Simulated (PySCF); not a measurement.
Method: PBE-D3(BJ)/def2-TZVP // B3LYP-D3(BJ)/def2-SVP in PySCF. All species are isolated molecules in the gas phase. One relaxed conformer stands for a flexible species; it need not be the lowest. 

Reference species (SMILES): `C([Si](CC)(Br)Br)C` (C–C–Si–Br torsion 64°, Br–Si–C–C torsion -178°) (neutral, multiplicity 1).

```
Quantity         Result
-------------  --------
LUMO           -0.95 eV
HOMO–LUMO gap   5.81 eV
```

Changed species: `Br[Si](Br)(Br)Br` (0 of 4 Br replaced by C2H5; the reference has 2 of 4 Br replaced by C2H5).

**Question.** Give the shifts of the LUMO and HOMO–LUMO gap.

**Answer.** the LUMO falls by 1.83 eV, to -2.78 eV; the HOMO–LUMO gap decreases by 1.17 eV, to 4.64 eV.
